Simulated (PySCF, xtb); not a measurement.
C6H5, SMILES [c]1ccccc1, multiplicity 2.

Harmonic wavenumbers (cm⁻¹) from GFN2-xTB in xtb at its own minimum, in rising order: 329, 390, 550, 576, 612, 710, 832, 875, 903, 909, 916, 1063, 1085, 1093, 1164, 1169, 1237, 1285, 1419, 1427, 1526, 1610, 3059, 3063, 3072, 3076, 3082.

### Question
What does PySCF with PBE0-D3(BJ)/def2-SVP give at its own minimum? (Estimate from the structure and the level; the computed values follow.)

### Answer
404, 432, 596, 615, 685, 729, 826, 905, 977, 985, 1015, 1038, 1058, 1079, 1165, 1165, 1294, 1384, 1472, 1481, 1621, 1680, 3196, 3202, 3212, 3215, 3227. Paired by order, the mean absolute difference is 66 cm⁻¹ and the zero-point energies are 52.9 and 55.3 kcal/mol.
